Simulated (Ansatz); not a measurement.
Ansatz (an electronic-structure program) input (CCSD(T)/aug-cc-pVDZ):

Ansatz 0.2 input:
```yaml
crystal:
  periodic: [false, false, false]
  atoms:
    - {symbol: C, position_ang: [2.93307085, 0.59380902, 0.58962466]}
    - {symbol: C, position_ang: [1.50060242, 0.30234062, 0.85045678]}
    - {symbol: C, position_ang: [0.67211539, 0.18847500, -0.43221942]}
    - {symbol: C, position_ang: [-0.82107137, -0.16243063, -0.26928576]}
    - {symbol: C, position_ang: [-1.54274253, 0.90052832, 0.56897371]}
    - {symbol: C, position_ang: [-0.99159262, -1.53763526, 0.38870776]}
    - {symbol: C, position_ang: [-1.44965570, -0.20197776, -1.66846077]}
    - {symbol: H, position_ang: [3.39855014, 0.29179154, -0.33950828]}
    - {symbol: H, position_ang: [3.56911655, 1.00011484, 1.36400793]}
    - {symbol: H, position_ang: [1.08429960, 1.07280945, 1.50738203]}
    - {symbol: H, position_ang: [1.41497045, -0.63486877, 1.42237305]}
    - {symbol: H, position_ang: [1.13376596, -0.56883666, -1.07520481]}
    - {symbol: H, position_ang: [0.74652205, 1.13527943, -0.97648619]}
    - {symbol: H, position_ang: [-2.61448322, 0.69385264, 0.61003258]}
    - {symbol: H, position_ang: [-1.41021894, 1.89580211, 0.13796866]}
    - {symbol: H, position_ang: [-1.17382516, 0.92596851, 1.59530935]}
    - {symbol: H, position_ang: [-0.46351185, -2.31010070, -0.17552360]}
    - {symbol: H, position_ang: [-0.61192479, -1.54869817, 1.41139380]}
    - {symbol: H, position_ang: [-2.04730924, -1.81528047, 0.42788505]}
    - {symbol: H, position_ang: [-1.35593613, 0.76518093, -2.16767300]}
    - {symbol: H, position_ang: [-0.96237130, -0.95184946, -2.29600410]}
    - {symbol: H, position_ang: [-2.51200250, -0.44982098, -1.61273434]}
basis:
  gaussian:
    orbitals: aug-cc-pVDZ
magnetization: {spin_polarized: true, initial_magnetization: 1}
correlation: {method: ccsd_t, electrons: outside_noble_gas}
output: {forces: true}
```

Output:

```
Functional definition: HF
integrals: 5.31 GiB planned
2925 factors; integrals over basis functions are off by at most 7.9e-4 eV
1.91 GiB of device memory are held for the factors and their scratch space
mean field: 2.71 GiB planned
mean field evaluation 1: about -7442.3913 eV, gradient 3.6e1 eV
mean field evaluation 2: about -7442.3978 eV, gradient 3.6e1 eV
mean field evaluation 4: about -7450.2561 eV, gradient 4.3e0 eV
mean field evaluation 8: about -7450.4066 eV, gradient 1.8e-1 eV
mean field evaluation 16: about -7450.3847 eV, gradient 1.2e0 eV
mean field evaluation 32: about -7445.6014 eV, gradient 2.0e-1 eV
mean field -7450.40719407 eV, -273.7974143145 hartree, gradient 2.0e-6 eV, S^2 0.762934; 0 other end points of the search recorded, 0 dependent functions left out
7 core orbitals not correlated
reference -7450.40719407 eV, -273.7974143145 hartree; 22, 21 occupied and 267, 268 virtual orbitals, 2925 factors
densities: 59.73 GiB planned
second order -28.11571455 eV of doubles, -0.00000000 eV of singles
coupled cluster: 38.38 GiB planned
cycle   1  -29.82267841 eV  change    -1.7e0 eV  update   1.1e-1
cycle   2  -30.59686488 eV  change   -7.7e-1 eV  update   3.2e-2
cycle   3  -30.72955641 eV  change   -1.3e-1 eV  update   1.3e-2
cycle   4  -30.73153502 eV  change   -2.0e-3 eV  update   4.3e-3
cycle   5  -30.73143905 eV  change    9.6e-5 eV  update   1.9e-3
cycle   6  -30.73152933 eV  change   -9.0e-5 eV  update   7.4e-4
cycle   7  -30.73148486 eV  change    4.4e-5 eV  update   2.5e-4
cycle   8  -30.73151874 eV  change   -3.4e-5 eV  update   9.4e-5
cycle   9  -30.73150273 eV  change    1.6e-5 eV  update   3.6e-5
cycle  10  -30.73147664 eV  change    2.6e-5 eV  update   1.5e-5
cycle  11  -30.73148254 eV  change   -5.9e-6 eV  update   6.6e-6
cycle  12  -30.73148650 eV  change   -4.0e-6 eV  update   2.4e-6
perturbative correction -1.04413357 eV, -0.0383712009 hartree
the calculation of the forces begins
1.91 GiB of device memory are held for the factors and their scratch space
Total energy: -7482.18281413 eV, -274.9651468138 hartree
Atom 0 at     2.933071     0.593809     0.589625 Å, force     0.132790     0.111009    -0.086252 eV/Å
Atom 1 at     1.500602     0.302341     0.850457 Å, force    -0.337740    -0.111730     0.071493 eV/Å
Atom 2 at     0.672115     0.188475    -0.432219 Å, force    -0.090095    -0.023751     0.109458 eV/Å
Atom 3 at    -0.821071    -0.162431    -0.269286 Å, force     0.043543     0.007882     0.029585 eV/Å
Atom 4 at    -1.542743     0.900528     0.568974 Å, force     0.091988    -0.100578    -0.079153 eV/Å
Atom 5 at    -0.991593    -1.537635     0.388708 Å, force     0.036097     0.137131    -0.057356 eV/Å
Atom 6 at    -1.449656    -0.201978    -1.668461 Å, force     0.068389     0.007551     0.132291 eV/Å
Atom 7 at     3.398550     0.291792    -0.339508 Å, force     0.232196    -0.153501    -0.448800 eV/Å
Atom 8 at     3.569117     1.000115     1.364008 Å, force     0.311497     0.191078     0.370007 eV/Å
Atom 9 at     1.084300     1.072809     1.507382 Å, force    -0.174135     0.350493     0.259332 eV/Å
Atom 10 at     1.414970    -0.634869     1.422373 Å, force    -0.025637    -0.381488     0.204376 eV/Å
Atom 11 at     1.133766    -0.568837    -1.075205 Å, force     0.209014    -0.364628    -0.294015 eV/Å
Atom 12 at     0.746522     1.135279    -0.976486 Å, force     0.021973     0.451650    -0.252267 eV/Å
Atom 13 at    -2.614483     0.693853     0.610033 Å, force    -0.492501    -0.108015     0.010885 eV/Å
Atom 14 at    -1.410219     1.895802     0.137969 Å, force     0.071066     0.452762    -0.211120 eV/Å
Atom 15 at    -1.173825     0.925969     1.595309 Å, force     0.177463    -0.000611     0.479853 eV/Å
Atom 16 at    -0.463512    -2.310101    -0.175524 Å, force     0.249067    -0.344771    -0.271541 eV/Å
Atom 17 at    -0.611925    -1.548698     1.411394 Å, force     0.175747     0.008931     0.477551 eV/Å
Atom 18 at    -2.047309    -1.815280     0.427885 Å, force    -0.490589    -0.114790     0.010824 eV/Å
Atom 19 at    -1.355936     0.765181    -2.167673 Å, force     0.048470     0.450696    -0.218565 eV/Å
Atom 20 at    -0.962371    -0.951849    -2.296004 Å, force     0.232043    -0.349465    -0.278250 eV/Å
Atom 21 at    -2.512002    -0.449821    -1.612734 Å, force    -0.490646    -0.115856     0.041665 eV/Å
Dipole moment:    -0.055511    -0.028798     0.025038 e Å
```

It need not be the lowest isomer of its formula.
